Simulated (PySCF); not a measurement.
PySCF input:

```python
from pyscf import gto, scf, dft

mol = gto.M(
    atom='''
    Sn   -0.00000000   -0.00000000   -0.03464737
    H     0.00000000    0.00000000    1.73236848
    ''',
    basis='def2-tzvpd',
    ecp='def2-tzvp',
    charge=1,
    spin=0,
    verbose=4,
)

mf = dft.RKS(mol, xc='m062x').density_fit(auxbasis='def2-universal-jkfit')
mf.grids.level = 4
mf.conv_tol = 1e-9
mf.max_cycle = 100
mf.max_memory = 1500
mf.kernel()
if not mf.converged:
    mf = mf.newton()
    mf.kernel(mf.make_rdm1())
mf.analyze()
```

### Question
Predict the final energy.

### Answer
-214.52089 Eh (M06-2X/def2-TZVPD).
